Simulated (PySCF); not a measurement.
# Dipole response of As⁺ (arsenic, charge +1)

[Ar] 3d10 4s2 4p2, high-spin 3P determinant. All numbers are calculated (PySCF 2.14, the spin-free X2C one-electron Hamiltonian (Gaussian nucleus), in x2c-TZVPPall with one added diffuse shell each of s, p, d type (7s6p5d1f, 57 functions)). Coupled (time-dependent) response in atomic units; α is the mean over directions.

```
   method  mean α (bohr³)         α xx, yy, zz  C₆ (like pair)  S(−4)
      UHF           17.15  16.02, 17.71, 17.71           104.8  84.19
      PBE           16.98  15.41, 17.76, 17.76           102.3  87.13
     PBE0           16.81  15.44, 17.50, 17.50           101.4  83.18
   PBEsol           16.91  15.33, 17.71, 17.71           101.7  86.30
BHandHLYP           16.70  15.37, 17.36, 17.36           100.4  81.38
```

S(−4) is the Cauchy moment in α(ω) = α(0) + S(−4) ω² + …

Spin-orbit coupling is absent.

α(iu) at UHF:

```json
{"u (hartree)": "0", "α(iu) (bohr³)": "17.15"}
{"u (hartree)": "0.0500", "α(iu) (bohr³)": "16.94"}
{"u (hartree)": "0.100", "α(iu) (bohr³)": "16.35"}
{"u (hartree)": "0.200", "α(iu) (bohr³)": "14.38"}
{"u (hartree)": "0.300", "α(iu) (bohr³)": "12.05"}
{"u (hartree)": "0.500", "α(iu) (bohr³)": "8.062"}
{"u (hartree)": "0.750", "α(iu) (bohr³)": "5.023"}
{"u (hartree)": "1.00", "α(iu) (bohr³)": "3.360"}
{"u (hartree)": "1.50", "α(iu) (bohr³)": "1.802"}
{"u (hartree)": "2.00", "α(iu) (bohr³)": "1.135"}
{"u (hartree)": "3.00", "α(iu) (bohr³)": "0.5835"}
{"u (hartree)": "5.00", "α(iu) (bohr³)": "0.2464"}
```

A single London oscillator, α(iu) = α/(1 + u²/ω²), gives C₆ = (3/4) ω α². Matching the computed C₆ needs ω = 4 × 104.8 / (3 × 17.15²) = 0.475 hartree.

For an ion, C₆ is the dispersion term alone; charge-induced terms of lower order in 1/R come first.

The components differ because the open shell of this determinant is not spherical; for a pure term their mean is the scalar polarisability.
